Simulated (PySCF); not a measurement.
Geometry (Å), atoms numbered from 1 in this order:
```xyz
15

C    -1.722    1.371   -0.202
C    -0.519    0.781   -0.223
C    -0.267   -0.638    0.065
N     0.859   -1.234    0.010
C     2.055   -0.527   -0.362
C    -1.420   -1.529    0.477
F    -2.366   -1.573   -0.492
F    -2.020   -1.058    1.594
H    -2.636    0.824    0.038
H    -1.822    2.435   -0.429
H     0.358    1.383   -0.473
H     1.987   -0.098   -1.377
H     2.911   -1.216   -0.346
H     2.280    0.303    0.332
H    -1.043   -2.547    0.664
```

[PySCF 2.14: PBE0-D3(BJ)/def2-SVP geometry; shieldings: GIAO PBE0/pcSseg-1; one conformer; one averaged value for each set of equivalent atoms; relativity neglected; isolated molecule]

Scale: TMS for ¹³C (184.41 ppm), ¹H (31.27 ppm); NH3 for ¹⁵N (265.67 ppm); ¹⁹F (177.25 ppm) against CFCl3 (reference shieldings calculated alike).

```
      atoms  nucleus  count  δ (ppm)
H12/H13/H14       ¹H      3        ?
        H10       ¹H      1     6.23
         C5      ¹³C      1     38.5
        H15       ¹H      1     5.93
         H9       ¹H      1     6.64
      F7/F8      ¹⁹F      2        ?
         C6      ¹³C      1    122.9
         C1      ¹³C      1    138.4
         C2      ¹³C      1    127.2
         C3      ¹³C      1        ?
        H11       ¹H      1        ?
         N4      ¹⁵N      1    384.7
```

Question: Complete the table.

Answer: 
- C3: 168.4 ppm, C=N carbon
- H11: 6.42 ppm, hydrogen on an alkene CH; a vinylic proton, deshielded by the sp2 carbon and the C=C anisotropy
- H12/H13/H14: 3.38 ppm, hydrogen on a methyl carbon bonded to N; its carbon carries N, an electronegative neighbour
- F7/F8: -127.0 ppm, fluorine of a CF2 group

Shifts are as computed. Against solution values, carbons near 30 ppm lie about +2 ppm off and those near 130 ppm about +5 ppm. Of 1211 compounds with measured shifts, 218 miss one by over three times the rms of a fit or turn the order of signals round; such compounds aren't used in these exercises. Unscaled 19F shifts against computed CFCl3 carry errors that often reach 10 to 50 ppm. Experimental scales use liquid or dissolved standards, which lie at an offset from isolated NH3 (liquid NH3: subtract about 20 ppm). Unscaled 15N shifts of sp2 nitrogen come out 20 to 40 ppm too high even then.
